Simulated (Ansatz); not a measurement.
BH7NPSi, SMILES `BP(N)[SiH3]`, 11 atoms. Total charge 0; spin multiplicity 1. All runs use 2 threads of an Arm Neoverse V1 on a shared host. Correlated methods freeze the cores.

(1) How many basis functions does each run have, and how long does it take in Ansatz? RKS HSE06 (plane-wave form)-D4/def2-TZVPP energy; RKS ωB97M-V/def2-QZVPP energy; RHF-CCSD(T)/def2-TZVPP energy; RKS PBE0-D4/def2-SVP energy; RKS PBE0-D4/def2-TZVP relaxation (12 steps); RKS CAM-B3LYP-D4/def2-TZVPP energy; RHF-CCSD(T)/def2-SVP energy; RKS PBE0-D4/def2-TZVPP energy; RKS ωB97M-V/def2-SVP energy; RKS PBE0-D4/def2-TZVP frequencies; direct RPA on PBE orbitals/def2-TZVPP energy; RHF-MP2/def2-QZVPP energy. (An estimate is asked.)

Results:

(1) The calculation gave: Other jobs shared the machine, so times are rough.

```
                                    level                    job  functions  wall time  peak host memory (GiB)
                     RKS PBE0-D4/def2-SVP                 energy         99      1.6 s                    0.44
                     RHF-CCSD(T)/def2-SVP                 energy         99      4.6 s                    0.44
                   RKS PBE0-D4/def2-TZVPP                 energy        244      4.8 s                    0.55
RKS HSE06 (plane-wave form)-D4/def2-TZVPP                 energy        244        5 s                    0.58
              RKS CAM-B3LYP-D4/def2-TZVPP                 energy        244        6 s                    0.63
                     RKS ωB97M-V/def2-SVP                 energy         99      7.5 s                    0.44
    direct RPA on PBE orbitals/def2-TZVPP                 energy        244      8.5 s                    0.53
                       RHF-MP2/def2-QZVPP                 energy        464       36 s                     2.6
                   RKS ωB97M-V/def2-QZVPP                 energy        464       37 s                     1.8
                    RKS PBE0-D4/def2-TZVP  relaxation (12 steps)        178       62 s                    0.42
                    RKS PBE0-D4/def2-TZVP            frequencies        178    3.7 min                    0.44
                   RHF-CCSD(T)/def2-TZVPP                 energy        244     11 min                     1.9
```
